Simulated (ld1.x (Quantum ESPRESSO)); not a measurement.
## Cutoff test, Fe (Z = 26), TM

Fe, norm-conserving Troullier–Martins (Kleinman–Bylander form), made with ld1.x (Quantum ESPRESSO) 7.5 (PBEsol, scalar-relativistic). Core [Ar], reference 3d6 4s2 4p0. Waves: 4s (bound): rc 2.30 bohr; 4p (bound, empty): rc 3.10 bohr; 3d (bound): rc 0.95 bohr. Local part: all-electron potential smoothed inside 2.30 bohr (lloc = -1). Core correction: Bessel-smoothed model core inside 0.60 bohr.

The pseudo-atom Hamiltonian at the reference potential is diagonalised in spherical Bessel functions j_l(qr) that vanish at 20 bohr, with q² up to the cutoff. All-electron valence levels (Ry): 4s -0.3903, 4p -0.0955, 3d -0.5534.

How do the lowest levels (Ry) of each channel move with the cutoff, and are there ghosts?

```
cutoff (Ry)     s #1     p #1     d #1    d #2    f #1    f #2  Σ f·Δε (mRy)
          8  -0.3878  -0.0953   0.0595  0.1401  0.1116  0.2372        3682.1
         18  -0.3896  -0.0955   0.0593  0.1391  0.1116  0.2372        3677.2
         35  -0.3902  -0.0955   0.0590  0.1374  0.1116  0.2372        3674.1
         55  -0.3903  -0.0955   0.0577  0.1306  0.1116  0.2372        3666.4
         90  -0.3903  -0.0955  -0.0979  0.0652  0.1116  0.2372        2732.8
        140  -0.3903  -0.0955  -0.4900  0.0621  0.1116  0.2372         379.9
        230  -0.3903  -0.0955  -0.5531  0.0619  0.1116  0.2372           1.4
        400  -0.3903  -0.0955  -0.5534  0.0619  0.1116  0.2372           0.0
```

Result: no extra level below or beside the all-electron valence levels (s, p, d, f tested); 10 mRy is reached at 200 Ry and 1 mRy at 300 Ry.

Its largest configuration-test error is -337 meV.
